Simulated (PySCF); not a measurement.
C2H4GeN2, SMILES N#C/N=[CH]\[GeH3].

Geometry: B3LYP-D3(BJ)/def2-SVP. The structure was generated by enumeration; whether it is a known compound was not checked.

Two levels are set side by side: TDDFT-PBE/def2-SVPD (PySCF) and TDDFT-B3LYP/def2-SVPD (PySCF). Vertical, same geometry. The lowest singlet is HOMO→LUMO 100 % with PBE and HOMO→LUMO 100 % with the other functional; states are paired by order. Differences are taken from unrounded values.

```json
[
 {"quantity": "lowest singlet excitation (eV)", "TDDFT-PBE": "3.28"},
 {"quantity": "lowest triplet excitation (TDA) (eV)", "TDDFT-PBE": "2.78"},
 {"quantity": "first bright state (f over 0.05) (eV)", "TDDFT-PBE": "5.22"},
 {"quantity": "its oscillator strength", "TDDFT-PBE": "0.14"}
]
```

### Question
These are the TDDFT-PBE values. What does TDDFT-B3LYP give? (Estimate from the structure and the level; the computed values follow.)

### Answer

| quantity | TDDFT-B3LYP | TDDFT-PBE minus TDDFT-B3LYP |
|---|---|---|
| lowest singlet excitation (eV) | 3.50 | -0.22 |
| lowest triplet excitation (TDA) (eV) | 2.99 | -0.21 |
| first bright state (f over 0.05) (eV) | 5.60 | -0.37 |
| its oscillator strength | 0.17 | -0.03 |

Functionals without exact exchange tend to place singlet excitations lower, as here. Differences between two approximate levels are no errors against the true value.

Rough cost on one machine, each run with all the roots and properties that it gave: TDDFT-B3LYP against TDDFT-PBE about 4 times.
